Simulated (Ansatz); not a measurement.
Ansatz (an electronic-structure program) input for Ba(Cl)2 cation (BaCl2), SMILES [Cl][Ba][Cl] (connectivity only; charge and spin as stated), charge +1, multiplicity 2, PBE0/def2-TZVPD. Geometry optimised at B3LYP-D3(BJ)/def2-TZVP. The multiplicity is an assumed one; other spin states were not compared. The isomer is the one that the SMILES or the coordinates give; other isomers of the formula were not compared. The def2 effective core potentials stand for the cores of Ba; spin–orbit coupling is left out.

Ansatz 0.2 input:
```yaml
crystal:
  periodic: [false, false, false]
  atoms:
    - {symbol: Ba, position_ang: [0.00000000, -0.00000000, 0.92943792]}
    - {symbol: Cl, position_ang: [0.00000000, 1.34899930, -1.53083893]}
    - {symbol: Cl, position_ang: [0.00000000, -1.34899929, -1.53083894]}
basis:
  gaussian:
    orbitals: def2-TZVPD
hamiltonian:
  xc: {name: PBE0}
total_charge: 1
magnetization: {spin_polarized: true, initial_magnetization: 1}
```

Program output:

```
WARN ansatz: RAYON_NUM_THREADS=1 ignored (pool sized by the plan → 1); use --threads N
Functional definition: PBE0
integrals: 0.06 GiB planned
912 factors; their error is unknown
mean field: 0.68 GiB planned
mean field evaluation 1: about -25722.5403 eV, gradient 3.1e1 eV
mean field evaluation 2: about -25719.3161 eV, gradient 4.0e1 eV
mean field evaluation 4: about -25727.6488 eV, gradient 1.9e0 eV
mean field evaluation 8: about -25727.7300 eV, gradient 2.6e-2 eV
mean field evaluation 16: about -25727.7301 eV, gradient 8.8e-5 eV
mean field -25727.73005373 eV, -945.4766405930 hartree, gradient 1.0e-5 eV, S^2 0.756372; 1 other end points of the search recorded, 0 dependent functions left out
reference -25727.73010801 eV, -945.4766425875 hartree; 22, 21 occupied and 110, 111 virtual orbitals, 912 factors
Total energy: -25727.73010801 eV, -945.4766425875 hartree
```

The run converged.

Cost: around 3 core-seconds (rough).
